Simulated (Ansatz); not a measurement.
Reaction (hydrogenolysis of a C–C bond): `CC[O][In]([CH3])[Cl]` + H₂ → `C[O][In]([CH3])[Cl]` + CH₄

Isolated molecules relaxed with PBE0-D4/def2-TZVP in Ansatz; ΔE leaves out vibrations. CCSD(T)/CBS adds triple-zeta CCSD(T) − MP2 to the extrapolated MP2 energy (def2 sets, frozen cores). This one scheme is used for every species. Functionals use def2-TZVPP. B3LYP here is the variant with VWN-RPA as its local correlation; programs differ in this. Elements past krypton have def2 core potentials. For In outer-core shells are correlated without core-valence functions, which leaves a few kJ/mol of doubt a bond. Each species was taken in one conformer, which may not be the lowest.

Question: Is it downhill or uphill in electronic energy at CCSD(T)/CBS, and by how much? (Best estimate.)

Answer: Ansatz gave: Downhill: ΔE = -50.9 kJ/mol.

Question: What do these levels give: B3LYP-D4, ωB97X-V, ωB97M-V, PBE, r2SCAN, MP2/def2-QZVPP? (Estimate.)

Answer: Computed: B3LYP-D4 -55.4, ωB97X-V -53.0, ωB97M-V -53.0, PBE -57.1, r2SCAN -54.4, MP2/def2-QZVPP -48.2 kJ/mol.

Largest T1 diagnostic among the species: 0.014.

The D4 term adds +9.9 kJ/mol with B3LYP and +5.5 kJ/mol with PBE0; it sums over pairs of atoms, weighted by their polarisabilities, and B3LYP, whose exchange is more repulsive, gets the larger term. In def2-TZVPP, CCSD(T) changes the Hartree–Fock value by +21.2 kJ/mol (the triples alone add +4.2 kJ/mol) and MP2 by +24.3 kJ/mol.
